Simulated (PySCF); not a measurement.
# Correlation energy of Pb⁴⁰⁺ (lead, charge +40)

[Kr] 4d6, high-spin 5D determinant. Computed with PySCF 2.14 in an even-tempered Gaussian basis (18 s from 4.3 bohr⁻², ratio 2.5; 12 p from 5.6 bohr⁻², ratio 2.5; 9 d from 5.6 bohr⁻², ratio 2.5; 4 f from 26 bohr⁻², ratio 2.7; 3 g from 39 bohr⁻², ratio 2.7), with the non-relativistic Hamiltonian (point nucleus). Frozen: [Ar] 3d10; 14 electrons correlated; the 35 highest virtual orbitals of each spin left out.

MP2 pair energies summed by pair of shells (mhartree):

```tsv
pair	energy	share (%)
4p-4d	-149.88	46.9
4d-4d	-71.42	22.3
4p-4p	-55.05	17.2
4s-4p	-21.03	6.6
4s-4d	-19.68	6.2
4s-4s	-2.52	0.8
```

Total MP2 correlation energy: -319.58 mhartree.

At this charge a non-relativistic calculation is a model, useful for the Z dependence of the correlation energy.

Spin-orbit coupling is strong in this species, so the high-spin LS determinant is a model state.
